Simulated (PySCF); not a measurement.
Si(Cl)2(Br)(NH2) (BrCl₂H₂NSi), SMILES N[Si](Cl)(Cl)Br. The structure is a stationary point at PBE-D3(BJ)/def2-SVP. The structure was generated by enumeration, and PubChem lists no compound with its InChIKey, so it may never have been made. The values are those of a single conformer.

Computed equilibrium geometry at PBE-D3(BJ)/def2-SVP (PySCF confirms it by a frequency run) as bond lengths and angles, and its point group (one conformer of several):
point group Cs.
Atoms: N1 Si2 Cl3 Cl4 Br5 H6 H7. Bonded distances (Å): N1–Si2 1.714, N1–H6 1.023, N1–H7 1.023, Si2–Cl3 2.063, Si2–Cl4 2.063, Si2–Br5 2.240. Angles (°): Si2–N1–H6 118.7, Si2–N1–H7 118.7, H6–N1–H7 111.7, N1–Si2–Cl3 107.8, N1–Si2–Cl4 107.8, N1–Si2–Br5 115.9, Cl3–Si2–Cl4 111.1, Cl3–Si2–Br5 107.2, Cl4–Si2–Br5 107.2.
Charge 0, spin multiplicity 1.
